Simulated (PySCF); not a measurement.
C6H12, triplet, at the geometry of the source list (a higher spin typed on purpose: for a closed-shell molecule this is an excited state) (in this run its highest filled SCF level lies above zero, so its values depend strongly on the basis, on diffuse functions most of all); REVPBE/STO-3G in PySCF.

Here is a job for PySCF.
```python
from pyscf import gto, scf, dft

mol = gto.Mole()
mol.atom = '''
    C    -0.67120000    1.11310000   -0.68100000
    C     0.74460000    1.25770000   -0.12960000
    C     1.45830000   -0.09140000   -0.13530000
    C     0.67120000   -1.11310000    0.68100000
    C    -0.74460000   -1.25770000    0.12960000
    C    -1.45830000    0.09140000    0.13530000
    H    -0.62190000    0.78380000   -1.72140000
    H    -1.18010000    2.07930000   -0.65940000
    H     1.30590000    1.97880000   -0.72800000
    H     0.69690000    1.63700000    0.89380000
    H     1.55240000   -0.44610000   -1.16420000
    H     2.46480000    0.01750000    0.27470000
    H     1.18010000   -2.07930000    0.65940000
    H     0.62190000   -0.78380000    1.72140000
    H    -1.30590000   -1.97880000    0.72800000
    H    -0.69690000   -1.63700000   -0.89380000
    H    -1.55240000    0.44610000    1.16420000
    H    -2.46480000   -0.01750000   -0.27470000
'''
mol.basis = 'sto-3g'
mol.spin = 2
mol.verbose = 4
mol.build()

mf = dft.UKS(mol)
mf.xc = 'revpbe'
mf.grids.atom_grid = (99, 590)
mf.grids.prune = None
mf.kernel()
```

Output, abridged:

```
PySCF version 2.14.0

[INPUT] verbose = 4
[INPUT] num. atoms = 18
[INPUT] num. electrons = 48
[INPUT] charge = 0
[INPUT] spin (= nelec alpha-beta = 2S) = 2
[INPUT] symmetry False subgroup None
[INPUT] Mole.unit = angstrom
[INPUT] Symbol           X                Y                Z      unit          X                Y                Z       unit  Magmom
[...]
nuclear repulsion = 257.463584015634
number of shells = 30
number of NR pGTOs = 126
number of NR cGTOs = 42
basis = sto-3g
ecp = {}

******** <class 'pyscf.dft.uks.UKS'> ********
method = UKS
initial guess = minao
damping factor = 0
level_shift factor = 0
DIIS = <class 'pyscf.scf.diis.CDIIS'>
diis_start_cycle = 1
diis_space = 8
diis_damp = 0
SCF conv_tol = 1e-09
SCF conv_tol_grad = None
SCF max_cycles = 50
direct_scf = True
direct_scf_tol = 1e-13
number electrons alpha = 25  beta = 23
XC library pyscf.dft.libxc version 7.1.2
    S. Lehtola, C. Steigemann, M. J. T. Oliveira, and M. A. L. Marques,  SoftwareX 7, 1–5 (2018)
XC functionals = revpbe
    Y. Zhang and W. Yang,  Phys. Rev. Lett. 80, 890 (1998)
    J. P. Perdew, K. Burke, and M. Ernzerhof,  Phys. Rev. Lett. 77, 3865 (1996)
    J. P. Perdew, K. Burke, and M. Ernzerhof,  Phys. Rev. Lett. 78, 1396 (1997)
radial grids:
    Treutler-Ahlrichs [JCP 102, 346 (1995); DOI:10.1063/1.469408] (M4) radial grids

becke partition: Becke, JCP 88, 2547 (1988); DOI:10.1063/1.454033
pruning grids: None
grids dens level: 3
symmetrized grids: False
atomic radii adjust function: <function treutler_atomic_radii_adjust>
User specified grid scheme (99, 590)
small_rho_cutoff = 0
Set gradient conv threshold to 3.16228e-05
tot grids = 1051384
init E= -233.326483775024

cycle= 1 E= -232.488431204879  delta_E= 0.838  |g|= 0.139  |ddm|= 4.09

cycle= 2 E= -232.477993191535  delta_E= 0.0104  |g|= 0.157  |ddm|= 1.85

cycle= 3 E= -232.499112021386  delta_E= -0.0211  |g|= 0.0463  |ddm|= 1.85

cycle= 4 E= -232.496892609831  delta_E= 0.00222  |g|= 0.0498  |ddm|= 1.58

cycle= 5 E= -232.502016051798  delta_E= -0.00512  |g|= 0.0271  |ddm|= 1.37

cycle= 6 E= -232.502966745646  delta_E= -0.000951  |g|= 0.0179  |ddm|= 0.333

cycle= 7 E= -232.503585295779  delta_E= -0.000619  |g|= 0.013  |ddm|= 0.302

cycle= 8 E= -232.503942131987  delta_E= -0.000357  |g|= 0.00867  |ddm|= 0.21

cycle= 9 E= -232.504140253483  delta_E= -0.000198  |g|= 0.00631  |ddm|= 0.178

cycle= 10 E= -232.504388352807  delta_E= -0.000248  |g|= 0.00227  |ddm|= 0.442

cycle= 11 E= -232.504396153112  delta_E= -7.8e-06  |g|= 0.000905  |ddm|= 0.0721

cycle= 12 E= -232.504397205154  delta_E= -1.05e-06  |g|= 0.000287  |ddm|= 0.0184

cycle= 13 E= -232.504397257191  delta_E= -5.2e-08  |g|= 0.00025  |ddm|= 0.00222

cycle= 14 E= -232.504397319038  delta_E= -6.18e-08  |g|= 6.29e-05  |ddm|= 0.00325

cycle= 15 E= -232.504397324123  delta_E= -5.09e-09  |g|= 3.65e-05  |ddm|= 0.000346

cycle= 16 E= -232.504397325541  delta_E= -1.42e-09  |g|= 2.62e-05  |ddm|= 0.000798

cycle= 17 E= -232.504397326218  delta_E= -6.77e-10  |g|= 5.72e-06  |ddm|= 0.000271

Extra cycle  E= -232.50439732623  delta_E= -1.14e-11  |g|= 4.63e-06  |ddm|= 4.91e-05
converged SCF energy = -232.50439732623  <S^2> = 2.0011739  2S+1 = 3.0007825
```
